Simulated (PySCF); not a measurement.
Bonds (- single, = double, # triple, : aromatic): C1-C2, C2=C3, C3-C4, C4-C5, C4-C6, C4-Si7. C1 carries H8, H9, H10; C2 carries H11; C3 carries H12; C5 carries H13, H14, H15; C6 carries H16, H17, H18; Si7 carries H19, H20, H21. Stereochemistry as in C/C=C/C(C)(C)[SiH3].

Calculated, not measured (PySCF 2.14): GFN2-xTB geometry, shieldings: GIAO PBE0/pcSseg-1. Fast rotation and ring inversion assumed for equivalent nuclei, no solvent, no relativistic terms, one conformer.

Task: List the cross peaks expected in HSQC, COSY and HMBC spectra.

Result: 

HSQC (one-bond C–H):
| δH | δC |
| --- | --- |
| 5.89 (H12) | 146.6 (C3) |
| 5.56 (H11) | 128.4 (C2) |
| 1.88 (H8/H9/H10) | 22.8 (C1) |
| 1.18 (H13/H14/H15/H16/H17/H18) | 26.9 (C5/C6) |

COSY cross peaks (H two or three bonds apart, from the bond graph; peaks can be absent where the dihedral angle is near 90°):
| δH | δH |
| --- | --- |
| 5.89 (H12) | 5.56 (H11) |
| 5.56 (H11) | 1.88 (H8/H9/H10) |

HMBC (two and three bonds, from the bond graph):
| δH | δC |
| --- | --- |
| 5.89 (H12) | 128.4 (C2), 27.8 (C4), 26.9 (C5/C6), 22.8 (C1) |
| 5.56 (H11) | 146.6 (C3), 27.8 (C4), 22.8 (C1) |
| 3.75 (H19/H20/H21) | 146.6 (C3), 27.8 (C4), 26.9 (C5/C6) |
| 1.88 (H8/H9/H10) | 146.6 (C3), 128.4 (C2) |
| 1.18 (H13/H14/H15/H16/H17/H18) | 146.6 (C3), 27.8 (C4), 26.9 (C5/C6) |

References, each an isolated molecule treated in the same way: 1H (31.72 ppm), 13C (186.93 ppm) vs TMS.

Short H···H contacts in this conformer between protons four or more bonds apart (candidates for NOE cross peaks, intensity ∝ r⁻⁶): H11···H16 2.28 Å, H8···H12 2.37 Å, H12···H14 2.41 Å.

Shifts are as computed. Against solution values, carbons near 30 ppm lie about +3 ppm off and those near 130 ppm about +5 ppm. Of 1211 compounds with measured shifts, 218 miss one by over three times the rms of a fit or turn the order of signals round; such compounds aren't used in these exercises.
